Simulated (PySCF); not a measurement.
# Unknown compound

The spectra below were simulated for a compound C2H12Si4.

$^{1}$H NMR (600 MHz, computed): δ 4.46 (m, 2H), 4.34 (m, 4H), 3.32 (m, 2H), -0.13 (m, 4H).

$^{13}$C{$^{1}$H} NMR (computed): δ -10.7.

[PySCF 2.14.0 with density-fitted response routines: GFN2-xTB geometry; NMR shieldings at PBE0/pcSseg-1/GIAO; averaged over atoms made equivalent by symmetry, fast rotation or ring inversion; a single conformation; relativity neglected; isolated molecule]

Chemical shifts δ = σref − σ; $^{1}$H, $^{13}$C against TMS, all at this level.

Question: Which candidate is it?
A. C[Si@@H]1[SiH2]C[Si@@H]1[SiH3]
B. C[Si@@H]1[SiH2]C[Si@H]1[SiH3]
C. C1[SiH2]C[SiH2][SiH2][SiH2]1

Answer: C. 

- The formula gives 1 degree of unsaturation (1 ring in the answer).
- 1 carbon signal for 2 carbons: some carbons are equivalent by symmetry or fast rotation.
- Carbon types of the structure: 2 × CH2, leaving 8 H on heteroatoms.
- δC -10.7: sp3 CH2 bonded to 2 Si; an electropositive neighbour leaves it electron-rich and shielded.
- δH 4.46: hydrogen on a silicon bonded to 2 C, in a 6-membered ring.
- δH 4.34: hydrogen on a silicon bonded to C, Si, in a 6-membered ring.
- δH 3.32: hydrogen on a silicon bonded to 2 Si, in a 6-membered ring.
- δH -0.13: hydrogen on an sp3 CH2 bonded to 2 Si; an electropositive neighbour shields it, as in TMS itself.

The others: C[Si@@H]1[SiH2]C[Si@H]1[SiH3] would give 2 carbon signals, not 1; C[Si@@H]1[SiH2]C[Si@@H]1[SiH3] would give 2 carbon signals, not 1.

Shifts are as computed. Against solution values, carbons near 30 ppm lie about +3 ppm off and those near 130 ppm about +5 ppm. Of 1211 compounds with measured shifts, 218 miss one by over three times the rms of a fit or turn the order of signals round; such compounds aren't used in these exercises. Multiplicities follow the n + 1 count of equivalent neighbours, as no J values were calculated; m marks all less simple cases, F and P coupling included.
